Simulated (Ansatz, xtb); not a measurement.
# C2HSe−: 3 structures ranked

3 gas-phase structures of C2HSe−, found in a search over its isomers (lower ones may exist). Each was relaxed with GFN2-xTB:

A. `C#C[Se-]`, a singlet
B. `[C]=C[Se-]`, a singlet
C. a singlet given by its coordinates

C (Å):

```xyz
4

C     0.9241    0.5324   -0.0027
C    -0.1908   -0.0227    0.3116
Se   -0.0475   -0.4503   -1.6496
H    -1.0077   -0.3265    0.9387
```

Close contacts (Å): C1–C2 1.28, C1–Se3 2.15, C2–Se3 2.01, C2–H4 1.07.

Make a reasoned guess at their ranking by r2SCAN-D4/def2-SVPD single-point energy.

Calculated order at r2SCAN-D4/def2-SVPD: A (0.0), C (39.3), B (43.6) kcal/mol.

Energies above the lowest of each column, in kcal/mol; the last columns are at PBE0-D4/def2-TZVPD geometries (a dash: not run or not comparable):

```json
{"structure": "A", "GFN2-xTB": "0.0", "HF/STO-3G": "0.0", "r2SCAN-D4/def2-SVPD": "0.0", "PBE0-D4/def2-TZVPD": "0.0", "CCSD(T)/def2-TZVPPD": "0.0"}
{"structure": "C", "GFN2-xTB": "41.6", "HF/STO-3G": "47.0", "r2SCAN-D4/def2-SVPD": "39.3", "PBE0-D4/def2-TZVPD": "37.8", "CCSD(T)/def2-TZVPPD": "37.1"}
{"structure": "B", "GFN2-xTB": "51.2", "HF/STO-3G": "57.2", "r2SCAN-D4/def2-SVPD": "43.6", "PBE0-D4/def2-TZVPD": "relaxes to A", "CCSD(T)/def2-TZVPPD": "–"}
```

Every level run on A puts it lowest or level with the lowest. Frequencies (PBE0-D4/def2-TZVPD) were run for A, C alone.

Programs: Ansatz 0.2.0, xtb 6.7.1.
